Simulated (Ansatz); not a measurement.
C2H7AlOSi can be A, `O/C=[C](\[AlH2])[SiH3]`, or B, `[CH2]1OC[SiH2][AlH]1`.

Program: Ansatz. Geometries: PBE0-D4/def2-TZVP. ΔE: electronic, gas phase. CBS: MP2 limit from def2 TZ/QZ plus the TZ coupled-cluster correction, frozen cores. DFT in def2-TZVPP. B3LYP here is the variant with VWN-RPA as its local correlation; programs differ in this. Each species was taken in one conformer, which may not be the lowest.

A:

Z-matrix (Å, degrees):
```
Si
C 1 1.849
H 1 1.490 2 111.5
H 1 1.490 2 111.5 3 -119.1
H 1 1.491 2 110.1 3 120.4
C 2 1.350 1 117.0 3 -120.6
Al 2 1.922 1 122.5 3 59.3
O 6 1.338 2 127.8 1 180.0
H 6 1.091 2 123.3 1 0.0
H 7 1.580 2 123.3 1 0.1
H 7 1.601 2 115.8 1 -179.9
H 8 0.970 6 109.6 2 0.0
```

B:

```xyz
12

C    -1.444   -0.582   -0.258
O    -1.087    0.800   -0.366
C     0.255    1.007   -0.783
Si    1.461    0.369    0.579
Al   -0.183   -1.337    1.086
H    -2.492   -0.597    0.056
H    -1.410   -1.063   -1.249
H     0.446    0.503   -1.743
H     0.359    2.080   -0.952
H     2.778   -0.045    0.013
H     1.707    1.451    1.574
H    -0.390   -2.586    2.043
```

Task: Which isomer does CCSD(T)/CBS put lower? Give the gap. (Estimate.)

Result: The calculation gave: A, by 48.8 kJ/mol.

Task: Give E(B) − E(A) in kJ/mol with CCSD/def2-TZVPP, CCSD(T)/def2-TZVPP, r2SCAN-D4, B3LYP, PBE-D4, ωB97M-V, B3LYP-D4. (Estimate.)

Result: Ansatz gave: CCSD/def2-TZVPP 49.3, CCSD(T)/def2-TZVPP 50.1, r2SCAN-D4 45.7, B3LYP 54.1, PBE-D4 32.6, ωB97M-V 49.8, B3LYP-D4 53.1. None reverses the order clearly.

Largest T1 diagnostic: 0.014.

In def2-TZVPP, CCSD(T) changes the Hartree–Fock value by −26.3 kJ/mol (the triples alone add +0.7 kJ/mol) and MP2 by −17.9 kJ/mol.
